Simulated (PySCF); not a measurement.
C7H8N (doublet state).
Cartesian coordinates in Å at the GFN2-xTB level; atoms count from 1:
```
atom  x, y, z in Å
N1    -3.3993    0.1385    0.7428
C2    -2.3261    0.2282    0.3574
C3    -0.9666    0.3223   -0.1094
C4    -0.4784   -1.0438   -0.6227
C5     0.9552   -0.9577   -1.0181
C6     1.7971   -0.0408   -0.4317
C7     1.3727    0.8239    0.5507
C8    -0.0424    0.8209    1.0152
H9    -0.9391    1.0420   -0.9374
H10   -0.6019   -1.7896    0.1743
H11   -1.0926   -1.3724   -1.4653
H12    1.3187   -1.6456   -1.7635
H13    2.8308   -0.0049   -0.7462
H14    2.0584    1.5098    1.0202
H15   -0.1491    0.1577    1.8841
H16   -0.3450    1.8205    1.3381
```

The hyperfine couplings belong to this conformer and change with its torsions.

As a line formula: `C1=CC[C@@H](C[CH]1)C#N` [radical].

The calculation used UKS B3LYP, pcH-1 on C H N, non-relativistic, mean-field spin-orbit, GIAO (PySCF). Isolated species at its GFN2-xTB geometry (one conformer only). The geometry wasn't refined by DFT: couplings that depend on bond lengths, twists or pyramidal angles can differ widely from those at the functional's own minimum. No stability test was run, so a lower SCF solution isn't excluded. ⟨S²⟩ is 0.775 where a pure state has 0.75.

Principal values of hyperfine tensors in MHz (contact and dipolar terms together), for some of the nuclei:

```json
{"atom": "H15", "isotope": "1H", "A1": "78.58", "A2": "79.71", "A3": "87.38", "alike by the symmetry of this geometry": "H10"}
{"atom": "C5", "isotope": "13C", "A1": "4.31", "A2": "6.13", "A3": "157.07", "alike by the symmetry of this geometry": "C7"}
{"atom": "H12", "isotope": "1H", "A1": "-66.53", "A2": "-42.06", "A3": "-16.52", "alike by the symmetry of this geometry": "H14"}
{"atom": "H16", "isotope": "1H", "A1": "19.56", "A2": "20.14", "A3": "28.49", "alike by the symmetry of this geometry": "H11"}
{"atom": "C8", "isotope": "13C", "A1": "-21.63", "A2": "-20.19", "A3": "-19.45", "alike by the symmetry of this geometry": "C4"}
{"atom": "H13", "isotope": "1H", "A1": "6.31", "A2": "10.14", "A3": "17.59", "alike by the symmetry of this geometry": "none"}
{"atom": "C3", "isotope": "13C", "A1": "3.60", "A2": "5.56", "A3": "9.68", "alike by the symmetry of this geometry": "none"}
{"atom": "H9", "isotope": "1H", "A1": "-5.31", "A2": "-3.72", "A3": "0.82", "alike by the symmetry of this geometry": "none"}
```

(1) Give the isotropic coupling of each nucleus in MHz and in mT (g = 2.0026), and the anisotropic part.

(2) What spin density at the nucleus of H16 lies behind its contact coupling (g_N = 5.58569)?

(3) C6 (13C, g_N = 1.40482) isn't in the table. Its spin density at the nucleus is -0.04121 bohr⁻³. What is its contact coupling?

(4) Name the largest traceless tensor T of the table and describe it.

(5) What first-order splitting does C5 cause when the field lies along A1, A2 or A3 of its tensor (g taken as isotropic, no quadrupole term)?

Answers

(1) a_iso = (A1 + A2 + A3)/3, Ti = Ai − a_iso; 1 mT corresponds to 28.029 MHz.

```json
{"atom": "H15", "a_iso (MHz)": "81.89", "a_iso (mT)": "2.922", "T1": "-3.31", "T2": "-2.18", "T3": "5.49"}
{"atom": "C5", "a_iso (MHz)": "55.84", "a_iso (mT)": "1.992", "T1": "-51.53", "T2": "-49.70", "T3": "101.23"}
{"atom": "H12", "a_iso (MHz)": "-41.70", "a_iso (mT)": "-1.488", "T1": "-24.83", "T2": "-0.35", "T3": "25.19"}
{"atom": "H16", "a_iso (MHz)": "22.73", "a_iso (mT)": "0.811", "T1": "-3.17", "T2": "-2.59", "T3": "5.76"}
{"atom": "C8", "a_iso (MHz)": "-20.43", "a_iso (mT)": "-0.729", "T1": "-1.21", "T2": "0.23", "T3": "0.97"}
{"atom": "H13", "a_iso (MHz)": "11.35", "a_iso (mT)": "0.405", "T1": "-5.04", "T2": "-1.21", "T3": "6.24"}
{"atom": "C3", "a_iso (MHz)": "6.28", "a_iso (mT)": "0.224", "T1": "-2.68", "T2": "-0.72", "T3": "3.40"}
{"atom": "H9", "a_iso (MHz)": "-2.74", "a_iso (mT)": "-0.098", "T1": "-2.57", "T2": "-0.98", "T3": "3.55"}
```

(2) a_FC = (2μ0/3) gₑ μB g_N μN ρ(0)/(2S·h) = 800.24 MHz × g_N × ρ(0)/(2S), with ρ in bohr⁻³. With a_FC = 22.73 MHz and 2S = 1, ρ(0) = 0.005086 bohr⁻³. In magnitude that is 1.6 % of the 1/π = 0.318 of a free hydrogen atom.

(3) By the same relation, a_FC = -46.3 MHz. Its full tensor has the principal values -74.21, -35.21, -29.58 MHz.

(4) C5: -51.5, -49.7, 101.2 MHz, axial, in the ratio −1:−1:+2, the form that spin in one p orbital centred on that nucleus gives.

(5) 2 lines (I = 1/2), spaced by |A_i|/(g × 13.996): 0.15, 0.22, 5.60 mT along the axes of A1, A2 and A3.

Hardware: one thread, Arm Neoverse V2 (aarch64), shared host with 96 logical CPUs at a one-minute load of 48. Cost: 66 s wall (grids of density and orbitals included), 0.97 GiB resident at most.
